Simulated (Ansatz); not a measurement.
`O[SiH](F)O[SiH2]F` + `O=C[SiH2]Br` → `O[SiH](F)[SiH2]Br` + `O=CO[SiH2]F`  (redistribution)

Computed with Ansatz on PBE0-D4/def2-TZVP structures; ΔE is electronic, products minus reactants. CCSD(T)/CBS is the MP2 limit (def2-TZVPP, def2-QZVPP) plus CCSD(T) − MP2 in def2-TZVPP, frozen cores. Functionals use def2-TZVPP. HSE06 is defined as in plane-wave codes. For Br outer-core shells are correlated without core-valence functions, which leaves a few kJ/mol of doubt a bond. Scalar relativity is left out up to krypton. Each species was taken in one conformer, which may not be the lowest.

| level | ΔE (kcal/mol) | difference from CCSD(T)/CBS |
| --- | --- | --- |
| PBE0-D4 | 20.6 | -6.4 |
| HSE06-D4 | 20.6 | -6.4 |
| CAM-B3LYP-D4 | 25.6 | -1.4 |
| B2PLYP | 26.3 | -0.7 |
| BLYP | 23.9 | -3.1 |
| r2SCAN | 22.7 | -4.3 |
| HSE06 | 21.0 | -6.0 |
| LC-ωPBE | 22.7 | -4.3 |
| SCS-MP2/def2-TZVPP | 28.3 | 1.3 |
| CCSD/def2-TZVPP | 27.4 | 0.4 |
| CCSD(T)/CBS | 27.0 | 0 |

Largest T1 diagnostic among the species: 0.015.

The D4 term adds −0.8 kcal/mol with B3LYP and −0.4 kcal/mol with PBE0; it sums over pairs of atoms, weighted by their polarisabilities, and B3LYP, whose exchange is more repulsive, gets the larger term. From r2SCAN to r2SCAN0 (25 % exact exchange), in def2-TZVPP and without D4, ΔE moves by +1.3 kcal/mol. Leaving LDA and LC-ωPBE aside and taking each functional with its dispersion term where it has one, the values, not all of them listed here, spread over 8.8 kcal/mol, from PBE-D4 to BHLYP-D4. LDA lies −1.8 kcal/mol from PBE without D4.

B3LYP here is the variant with VWN-RPA as its local correlation; programs differ in this.
